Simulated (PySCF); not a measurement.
Compound: Sn(GeH3)Me3, C₃H₁₂GeSn.
Bonds: Sn1–Ge2, Sn1–C6, Sn1–C10, Sn1–C14. Hydrogens: H3, H4, H5 on Ge2; H7, H8, H9 on C6; H11, H12, H13 on C10; H15, H16, H17 on C14.

Method: PBE0-D3(BJ)/def2-SVP geometry optimisation, gas phase, def2 core potentials past Kr (PySCF 2.14.0); density fitting, grid level 1; the optimiser is geomeTRIC in internal coordinates, started from a GFN2-xTB structure with every atom displaced at random (about 0.03 Å).

Step 0: E = -65635.9883 eV
```
atom  x, y, z in Å  |  force x, y, z in eV/Å
Sn1     0.0601   -0.0773   -0.1100   -1.547   1.172  -0.472
Ge2    -0.0173   -0.0296    2.4742    0.531  -0.823  -0.471
H3      0.7214    1.0893    3.0895    0.757   1.169   0.335
H4      0.6707   -1.2501    3.0904    0.016  -0.354   0.024
H5     -1.3673    0.0811    3.0750   -1.175  -0.062   0.261
C6      2.0476    0.0212   -0.8825    0.857  -0.418   1.022
H7      2.0901   -0.1011   -1.9535   -0.112   0.188  -0.770
H8      2.6684   -0.8009   -0.4660   -0.289   0.136  -0.019
H9      2.5536    0.9498   -0.5584   -0.269  -0.042  -0.255
C10    -1.0382    1.7818   -0.8313   -0.930  -0.761   0.666
H11    -0.9488    1.8543   -1.9108    0.300  -0.030  -0.581
H12    -0.5938    2.6846   -0.3901   -0.058   0.013   0.089
H13    -2.1714    1.7762   -0.6512    1.446  -0.149   0.172
C14    -1.0791   -1.7704   -0.8672    2.228   0.657  -1.172
H15    -2.0310   -1.8980   -0.4505   -1.829   0.000   0.816
H16    -0.4676   -2.6314   -0.6263    0.197  -0.652   0.031
H17    -1.1259   -1.6801   -1.9712   -0.123  -0.046   0.323
```

Step 1: E = -65636.3492 eV
```
atom  x, y, z in Å  |  force x, y, z in eV/Å
Sn1     0.0247   -0.0390   -0.1230   -0.086  -0.158   0.188
Ge2    -0.0290   -0.0072    2.4813    0.209   0.004   0.286
H3      0.7514    1.1975    3.0808   -0.095  -0.087  -0.130
H4      0.6456   -1.2684    3.0794   -0.093   0.038  -0.021
H5     -1.4671    0.0759    3.0531    0.079  -0.041  -0.097
C6      2.0308    0.0407   -0.8956    0.263  -0.321   0.182
H7      2.0465   -0.0562   -1.9911   -0.073   0.099   0.002
H8      2.6351   -0.7815   -0.4781   -0.062   0.028  -0.035
H9      2.5125    0.9811   -0.5941   -0.051   0.078  -0.084
C10    -0.9839    1.6983   -0.7985   -0.179   0.427  -0.385
H11    -0.8777    1.7686   -1.8942    0.031   0.069   0.075
H12    -0.5496    2.5983   -0.3401   -0.057   0.037  -0.041
H13    -2.0579    1.6579   -0.5757   -0.037   0.008   0.112
C14    -1.0569   -1.7410   -0.8809    0.440  -0.180   0.016
H15    -2.0565   -1.8322   -0.4367   -0.007   0.047  -0.015
H16    -0.4689   -2.6444   -0.6531   -0.160  -0.040  -0.018
H17    -1.1275   -1.6490   -1.9734   -0.121  -0.007  -0.036
```

Step 2: E = -65636.3825 eV
```
atom  x, y, z in Å  |  force x, y, z in eV/Å
Sn1     0.0226   -0.0367   -0.1181   -0.265   0.301  -0.062
Ge2    -0.0120   -0.0218    2.4926    0.082   0.057   0.149
H3      0.7608    1.1945    3.0739   -0.089  -0.104  -0.084
H4      0.6498   -1.2869    3.0890   -0.043   0.027  -0.021
H5     -1.4587    0.0516    3.0439    0.093  -0.016  -0.056
C6      2.0391    0.0200   -0.8801    0.063  -0.107   0.025
H7      2.0392   -0.0671   -1.9780   -0.030   0.037   0.054
H8      2.6368   -0.8044   -0.4646   -0.019  -0.010  -0.010
H9      2.5157    0.9673   -0.5927   -0.001   0.037  -0.032
C10    -1.0081    1.7509   -0.8205    0.226  -0.145  -0.118
H11    -0.9020    1.8286   -1.9155    0.011  -0.015   0.076
H12    -0.5811    2.6554   -0.3647    0.023  -0.015   0.021
H13    -2.0761    1.7066   -0.5819   -0.130  -0.036   0.075
C14    -1.0325   -1.7629   -0.8759    0.128  -0.084   0.059
H15    -2.0376   -1.8394   -0.4303    0.105   0.022  -0.063
H16    -0.4653   -2.6797   -0.6487   -0.079   0.044   0.019
H17    -1.1190   -1.6766   -1.9681   -0.071   0.008  -0.032
```

**Question.** Estimate the geometry and energy of step 3. (The exact step hangs on the optimiser's Hessian estimate; all steps are aligned on step 2, rigid shifts and turns removed.)

**Answer.** E = -65636.3916 eV, largest force 0.108 eV/Å
```
atom  x, y, z in Å  |  force x, y, z in eV/Å
Sn1     0.0147   -0.0237   -0.1186   -0.074   0.078   0.002
Ge2    -0.0067   -0.0212    2.4920    0.028  -0.003   0.005
H3      0.7559    1.1954    3.0614   -0.012  -0.004  -0.008
H4      0.6491   -1.2867    3.0841   -0.001  -0.008  -0.004
H5     -1.4510    0.0457    3.0328   -0.002  -0.002   0.003
C6      2.0355    0.0169   -0.8727    0.000   0.001   0.017
H7      2.0260   -0.0657   -1.9697   -0.002  -0.001   0.006
H8      2.6268   -0.8119   -0.4588   -0.001  -0.009  -0.005
H9      2.5145    0.9664   -0.5937    0.015  -0.005  -0.006
C10    -1.0064    1.7499   -0.8224    0.013  -0.040  -0.017
H11    -0.9005    1.8278   -1.9151   -0.017  -0.007   0.011
H12    -0.5777    2.6529   -0.3648    0.009  -0.009   0.012
H13    -2.0762    1.7010   -0.5722    0.016   0.002  -0.004
C14    -1.0222   -1.7599   -0.8762    0.037  -0.010  -0.017
H15    -2.0265   -1.8299   -0.4332    0.022   0.000  -0.020
H16    -0.4652   -2.6791   -0.6434   -0.010   0.015   0.023
H17    -1.1184   -1.6784   -1.9691   -0.022   0.002   0.004
```

The energy changes by -0.0091 eV. The first-order estimate −F·Δx gives -0.0153 eV and the mean of the old and new forces, exact on a quadratic surface, -0.0092 eV. The step makes an angle of 56° with the force vector and moves no atom by more than 0.016 Å.

The cost below is that of the whole optimisation. On Intel Xeon at 2.50 GHz, one thread (shared host), this took 6.3 min wall, 4.9 min CPU and 0.65 GiB of memory at its peak.
